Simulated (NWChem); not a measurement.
Species: WO3; SMILES [O]=[W](=[O])=[O]

Results from NWChem. Medium grid unless said otherwise, to which SCAN and Minnesota functionals are sensitive. The geometry was optimised at PBE0/def2-SVP. def2 effective core potentials on W; no spin-orbit coupling. Total energies of different functionals are on different scales.

```tsv
level	energy (Ha)	highest occupied level (eV)	orbital gap (eV)	dipole (D)
B3LYP/def2-SVP	-292.6727	-8.54	3.62	5.79
PBE/def2-SVP	-292.5034	-7.19	1.97	5.43
MN15-L/def2-SVP	-292.1538	-7.82	2.92	6.08
M06-L/def2-SVP	-292.6747	-7.46	2.77	6.00
r2SCAN/def2-SVP	-292.5952	-7.57	2.49	5.81
MPW1K/def2-SVP	-292.5092	-10.09	5.90	6.29
MN15/def2-SVP	-292.3254	-9.64	5.62	5.97
BHandHLYP/def2-SVP	-292.3612	-10.40	6.31	6.33
```
